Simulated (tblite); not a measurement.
Species: C4H13NSSi.
Z-matrix (Å and degrees, GFN2-xTB geometry), rows numbered from 1:
```
C 
C   1  1.5226
C   2  1.5307  1  111.37
N   3  1.4470  2  113.99  1   174.24
C   4  1.4418  3  114.64  2    74.76
Si  4  1.7069  3  122.94  2   -82.92
S   6  2.1489  4  105.71  3   -29.17
H   1  1.0880  2  110.62  3    59.24
H   1  1.0875  2  110.52  3   179.36
H   1  1.0875  2  110.32  3   -60.65
H   2  1.0922  1  109.58  3  -121.55
H   2  1.0926  1  109.69  3   119.96
H   3  1.0924  2  108.85  1    53.71
H   3  1.0960  2  109.68  1   -64.10
H   5  1.0924  4  109.77  3    51.31
H   5  1.0873  4  109.36  3   170.58
H   5  1.0947  4  112.38  3   -69.43
H   6  1.4689  4  117.46  3    88.70
H   6  1.4605  4  108.12  3  -145.33
H   7  1.3222  6   95.26  4  -171.66
```

Level: GFN2-xTB in tblite, geometry and Hessian alike; calculated harmonic values, unscaled, isolated species. Against measured fundamentals such values can be off by several per cent, at times by over 20. Modes of hydrogen on silicon and sulfur can be 10 to 20 % off. One conformer, not necessarily the lowest.

Harmonic wavenumbers (cm⁻¹): 44.2, 63.3, 67.7, 130.5, 151.9, 158.8, 189.7, 229.1, 265.2, 314.3, 393.1, 438.6, 517.6, 532.9, 575.1, 700.4, 718.0, 770.8, 787.4, 814.3, 904.1, 932.0, 1048.3, 1091.1, 1093.6, 1107.4, 1116.1, 1203.0, 1233.5, 1266.7, 1300.5, 1330.6, 1360.8, 1414.9, 1425.0, 1479.8, 1488.2, 1493.4, 1501.9, 1504.8, 1506.6, 2192.3, 2279.8, 2485.7, 2918.5, 2921.0, 2966.1, 2967.1, 2974.7, 2982.3, 3030.6, 3031.7, 3036.1, 3040.9.

A = 2023, B = 1183, C = 817.8 MHz; mass 135.054 u (most abundant isotopes); point group C1, symmetry number 1.

What is the zero-point energy?

½Σν̃ = 35746 cm⁻¹ = 102.20 kcal/mol.

What is S at 200 K and 1 bar for an ideal gas of classical rigid rotors and harmonic oscillators?

Translation 38.66, rotation 28.30, vibration 23.46: S = 90.4 cal/(mol K).

And Cp and H(200 K) − H(0)?

Cp = 31.18 cal/(mol K), of which vibrations give 23.23 (their classical limit is 54 R = 107.3); H(200 K) − H(0) = 4.09 kcal/mol without the zero-point energy, 2.50 from vibrations.

How do the functions run with temperature in this model?

```
 T (K)  S (cal/(mol K))  Cp (cal/(mol K))  H − H(0) (kcal/mol)  G − H(0) (kcal/mol)  ln q(vib)
   150             82.2              26.5                 2.65                -9.68       3.92
   250             97.9              35.9                 5.77               -18.71       7.07
298.15            104.6              40.6                 7.61               -23.58       8.51
   400            117.9              50.2                12.24               -34.92      11.47
   600            141.4              65.8                23.92               -60.90      16.99
   900            171.3              81.7                46.23              -107.95      24.65
```

q(vib) and H(0) count from the zero-point level.

Blend soft modes into free rotors: weight 1/[1 + (100 cm⁻¹/ν̃)⁴] for the oscillator and the rest for a rotor with moment μB/(μ + B), μ = h/(8π²ν), B = 10⁻⁴⁴ kg m². What vibrational entropy results?

21.55 cal/(mol K) in place of 23.46, which changes −T·S at 200 K by +0.38 kcal/mol.

What must be added to the electronic energy to get the Gibbs energy at 200 K and 1 bar?

ZPE + [H(200 K) − H(0)] − T·S = 102.20 + 4.09 − 18.08 = 88.21 kcal/mol.

Which modes carry the vibrational entropy at 200 K?

44.2 cm⁻¹: 4.27; 63.3 cm⁻¹: 3.57; 67.7 cm⁻¹: 3.44; 130.5 cm⁻¹: 2.18; 151.9 cm⁻¹: 1.91; 158.8 cm⁻¹: 1.83 cal/(mol K); the other 48 give 6.27 together.

Hindered rotation and anharmonicity are outside this model. Other conformers, if any are populated, would add a mixing term that is left out. The structure is chiral; the term R ln 2 for an equal mix with its mirror image is left out.
